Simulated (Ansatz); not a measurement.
Consider the formal exchange of groups at the Sn–H bond: `C#[C][SnH2][CH3]` + `CC(C)C(C)S` → `C#[C][SnH]([CH3])[CH3]` + `CC(C)CS`.

Gas-phase electronic energies from Ansatz, PBE0-D4/def2-TZVP geometries. CCSD(T)/CBS adds triple-zeta CCSD(T) − MP2 to the extrapolated MP2 energy (def2 sets, frozen cores). DFT in def2-TZVPP. B3LYP here is the variant with VWN-RPA as its local correlation; programs differ in this. def2 core potentials past Kr. For Sn outer-core shells are correlated without core-valence functions, which leaves a few kJ/mol of doubt a bond. One conformer a species, not always the lowest.

`C#[C][SnH2][CH3]`:

Cartesian coordinates in Å:
```
C 0.078 2.657 -0.922
C 0.191 1.459 -0.829
Sn 0.370 -0.613 -0.632
C -0.432 -1.155 1.268
H -0.020 3.715 -1.008
H -0.500 -1.327 -1.914
H 2.027 -0.999 -0.754
H 0.124 -0.649 2.056
H -0.360 -2.233 1.413
H -1.479 -0.855 1.321
```

`CC(C)C(C)S`:

Z-matrix (Å, degrees):
```
C
C 1 1.524
H 1 1.095 2 110.9
H 1 1.092 2 110.1 3 118.8
H 1 1.091 2 112.6 3 -121.2
C 2 1.523 1 109.7 3 -66.8
C 2 1.533 1 111.2 3 57.5
H 2 1.098 1 108.3 3 175.0
H 6 1.092 2 110.4 1 -55.6
H 6 1.091 2 112.4 1 -176.1
H 6 1.095 2 110.6 1 63.6
C 7 1.517 2 113.5 1 56.5
S 7 1.830 2 107.9 1 179.1
H 7 1.096 2 108.0 1 -65.3
H 12 1.092 7 111.1 2 -63.5
H 12 1.092 7 111.0 2 177.1
H 12 1.093 7 110.7 2 57.3
H 13 1.342 7 96.3 2 -170.3
```

`C#[C][SnH]([CH3])[CH3]`:

```xyz
13

C     1.761   -1.688    1.886
C     0.906   -1.048    1.322
Sn   -0.554    0.067    0.316
C     0.246    2.020   -0.008
C    -0.974   -0.940   -1.520
H     2.514   -2.254    2.386
H    -1.933    0.119    1.327
H     0.496    2.481    0.947
H    -0.481    2.645   -0.527
H     1.150    1.947   -0.614
H    -1.737   -0.400   -2.081
H    -0.065   -0.999   -2.119
H    -1.329   -1.950   -1.316
```

`CC(C)CS`:

Cartesian coordinates in Å:
```
C 1.327 -0.238 0.408
C -0.186 -0.311 0.290
C -0.856 0.594 1.315
C -0.671 0.062 -1.106
S -0.171 -1.050 -2.445
H 1.817 -0.933 -0.277
H 1.651 -0.487 1.421
H 1.685 0.773 0.185
H -0.497 -1.345 0.479
H -0.556 0.325 2.331
H -1.946 0.526 1.258
H -0.577 1.640 1.154
H -1.764 0.038 -1.137
H -0.371 1.083 -1.359
H 1.115 -0.677 -2.517
```

```
   level  ΔE (kJ/mol)
 PBE0-D4        -28.4
B3LYP-D4        -30.5
  B2PLYP        -33.6
  r2SCAN        -30.3
```

Problem. What does CCSD(T)/CBS give? (Best estimate.)

Solution. The calculation gave: -32.8 kJ/mol. The listed levels differ from it by 4.4, 2.3, -0.8, 2.5 kJ/mol.

Largest T1 diagnostic among the species: 0.013.

The D4 term adds +5.5 kJ/mol with B3LYP and +2.8 kJ/mol with PBE0; it sums over pairs of atoms, weighted by their polarisabilities, and B3LYP, whose exchange is more repulsive, gets the larger term.
